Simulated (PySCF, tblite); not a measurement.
A set of runs on `FC1=C(Cl)C=CC=[C]1` [radical]; the geometry of each is named by its level. Settings lines and outputs come from a driver script.

Species: C₆H₃ClF (doublet state).
Bonds: F1–C2, C2–C3 (aromatic), C3–C4 (aromatic), C4–C5 (aromatic), C5–C6 (aromatic), C6–C7 (aromatic), C7–Cl8, C2–C7 (aromatic). Hydrogens: H9 on C4; H10 on C5; H11 on C6.

Step 1: GFN2-xTB geometry optimisation, gas phase (tblite 0.8.0) (from a force-field or distance-geometry start)
```json
{"job": {"kind": "relax", "xc": "GFN2-xTB", "basis": "xTB"}, "charge": 0, "multiplicity": 2}
```
```
step      E/eV     max force
  0    -640.56684    2.578
  1    -640.65963    0.709
  2    -640.67813    0.343
...
 10    -640.69039    0.027
 11    -640.69043    0.027
 12    -640.69046    0.019
 13    -640.69048    0.011
 14    -640.69049    0.006
```

Energy lowered by 2.9 kcal/mol over 14 steps; largest atomic force 0.006 eV/Å at the end. «max force» is the largest atomic force in eV/Å.

Step 2: GFN2-xTB harmonic vibrations, gas phase (tblite 0.8.0) (on the GFN2-xTB geometry)
```json
{"job": {"kind": "ir", "xc": "GFN2-xTB", "basis": "xTB"}, "charge": 0, "multiplicity": 2}
```
```
(table of modes left out)
```

27 modes from 135 to 3105 cm⁻¹ (unscaled, harmonic); zero-point energy 42.2 kcal/mol; all wavenumbers are real at this level.

Step 3: UKS B3LYP, pcH-1 on C Cl F H, non-relativistic, mean-field spin-orbit, GIAO (PySCF 2.14.0) (on the GFN2-xTB geometry)
```json
{"job": {"kind": "epr", "basis": "pcH-1"}, "charge": 0, "multiplicity": 2}
```
```
...
E = -790.40706257 Eh   <S^2> = 0.7572 (exact 0.7500)
g shifts (ppm)      1          2          3
  rmc          -167       -167       -167
  gc             31         15          0
  oz_so        -391        342        731
  total        -527        190        564
hyperfine (MHz)  atom isotope    a_iso     a_fc   dipolar eigenvalues
    0   19F      63.55      63.12    -46.08    -17.68     63.76
    1   13C     -14.18     -14.13    -15.93     -5.72     21.64
    2   13C     405.14     405.24    -79.02    -62.13    141.15
    3   13C       2.26       2.25    -13.32     -1.11     14.43
    4   13C      56.50      56.50     -6.44     -2.01      8.45
    5   13C      -6.01      -6.01     -6.27      2.18      4.09
    6   13C      44.46      44.44     -3.99      0.01      3.98
    7  35Cl       3.98       3.83     -5.21     -3.25      8.46
    8    1H      64.20      64.20     -6.75     -5.60     12.35
    9    1H      16.44      16.44     -3.02     -2.32      5.34
   10    1H       1.93       1.93     -1.53      0.38      1.15
```

⟨S²⟩ 0.757; g_iso 2.0024. rmc, gc and oz_so are the mass-correction, gauge-correction and orbital-Zeeman/spin–orbit parts of the g shift along its three principal axes; a_iso is the isotropic hyperfine coupling and a_fc its Fermi-contact part. The log counts atoms from 0, this text from 1.

Which step took the most CPU time, and about what did each take on one thread, Arm Neoverse V2 (aarch64), on a shared host?

Step 3, about 99 % of the total. CPU time by step: 1: under 0.1 s, 2: 0.24 s, 3: 47 s.

Geometry of the electronic-property runs (GFN2-xTB):
```
atom  x, y, z in Å
F1     2.3373   -1.5405   -0.0772
C2     1.1564   -0.9110   -0.0413
C3    -0.0314   -1.5782   -0.0155
C4    -1.2526   -0.9793    0.0225
C5    -1.2851    0.4145    0.0354
C6    -0.1069    1.1373    0.0093
C7     1.1188    0.4910   -0.0283
Cl8    2.5963    1.3809   -0.0583
H9    -2.1648   -1.5538    0.0433
H10   -2.2347    0.9260    0.0663
H11   -0.1279    2.2157    0.0178
```

 (This holds for the electronic-property runs.)
